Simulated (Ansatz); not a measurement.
`CO[SiH](C)[SeH]` + `COCO` → `COC(O)[SeH]` + `CO[SiH2]C`  (formal exchange of groups at the Se–Si bond)

Calculated with Ansatz (gas phase, PBE0-D4/def2-TZVP geometries, no zero-point term in ΔE). CCSD(T)/CBS adds triple-zeta CCSD(T) − MP2 to the extrapolated MP2 energy (def2 sets, frozen cores). This one scheme is used for every species. Functionals use def2-TZVPP. For Se outer-core shells are correlated without core-valence functions, which leaves a few kJ/mol of doubt a bond. Scalar relativity is left out up to krypton. One conformer a species, not always the lowest.

| level | ΔE (kcal/mol) | difference from CCSD(T)/CBS |
| --- | --- | --- |
| r2SCAN-D4 | 30.7 | -0.6 |
| PBE0-D4 | 31.5 | 0.2 |
| B2PLYP | 30.4 | -0.9 |
| PBE | 29.8 | -1.5 |
| MP2/def2-TZVPP | 31.0 | -0.3 |
| SCS-MP2/def2-TZVPP | 30.3 | -1.0 |
| HF/def2-QZVPP | 31.9 | 0.6 |
| SCS-MP2/def2-QZVPP | 30.8 | -0.5 |
| HF/CBS(def2) | 31.9 | 0.6 |
| MP2/CBS(def2) | 32.1 | 0.8 |
| CCSD(T)/CBS | 31.3 | 0 |

Largest T1 diagnostic among the species: 0.011.

From PBE to PBE0 (25 % exact exchange), in def2-TZVPP and without D4, ΔE moves by +1.4 kcal/mol. In def2-TZVPP, CCSD(T) changes the Hartree–Fock value by −1.7 kcal/mol (the triples alone add −0.4 kcal/mol) and MP2 by −1.0 kcal/mol.
